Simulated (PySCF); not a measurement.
**DyH at M06-L**

Level: M06-L. PySCF, spin-free X2C with a Gaussian nucleus, basis sets Dy x2c-TZVPall, H x2c-TZVPall.

```json
{
  "state": "sextet, about 9.6 electrons in the 4f shell (Mulliken), real f orbitals that mix terms",
  "bond length": "1.999 Å",
  "harmonic wavenumber": "1330 cm⁻¹",
  "force constant": "1.04 mdyn/Å",
  "rotational constant Be": "4.211 cm⁻¹",
  "anharmonicity ωexe": "22.8 cm⁻¹",
  "vibration–rotation constant αe": "0.105 cm⁻¹",
  "well depth De to Dy (4f10 6s2) + H": "212 kJ/mol",
  "dissociation energy D0": "204 kJ/mol",
  "bond order (Mayer)": "0.88",
  "dipole moment (positive dipole means Dy(−)H(+))": "-2.08 D"
}
```

These are scalar-relativistic numbers at best; spin–orbit coupling would shift them, the dissociation energy most. With d or f electrons several states lie close, and the lowest PBE0 determinant need not be the measured ground state.
